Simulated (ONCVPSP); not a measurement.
## Cutoff test, hydrogen, ONCV

hydrogen (H), optimised norm-conserving Vanderbilt (ONCV), made with ONCVPSP 4.0.1 (LDA (Perdew-Zunger), scalar-relativistic). Core none, reference 1s1. Waves: 1s: rc 0.95 bohr, ncon 4, nbas 7, qcut 5.6 1/bohr, 3 projectors, debl 1.3 Ha; p scattering state at 0.02 Ha: rc 0.85 bohr, ncon 4, nbas 8, qcut 9.5 1/bohr, 3 projectors, debl 2.1 Ha. Local part: polynomial inside 0.85 bohr (lpopt 5, dvloc0 0 Ha). Core correction: none.

**Question.** For each optimised wave give the share of its norm inside rc, the residual kinetic energy above qcut (Ha) and the cutoffs (Ha) for errors of 10, 1, 0.1 and 0.01 mHa per electron.

**Answer.**

```tsv
wave	norm inside rc	residual KE	10 mHa	1 mHa	0.1 mHa	0.01 mHa
1s	0.257	1.6e-03	8.2	17.8	102.2	133.1
s projector 2	0.176	2.4e-03	10.1	19.0	50.0	170.5
s projector 3	0.093	3.1e-03	10.7	20.0	29.8	107.2
p projector 1	0.000	4.3e-09	0.1	0.7	2.0	5.8
p projector 2	0.054	1.9e-06	5.6	10.7	22.9	36.1
p projector 3	0.066	5.9e-06	8.9	15.0	28.7	42.5
```

The occupied waves need 18 Ha and 102 Ha for 1 and 0.1 mHa. Rows with under 1 % of the norm inside rc give no meaningful cutoff. Note: ghosts flagged at negative energy: s at -110.5 eV; GHOST(+) flags only above 600 eV. A true bound ghost makes a file unfit for plane-wave use.
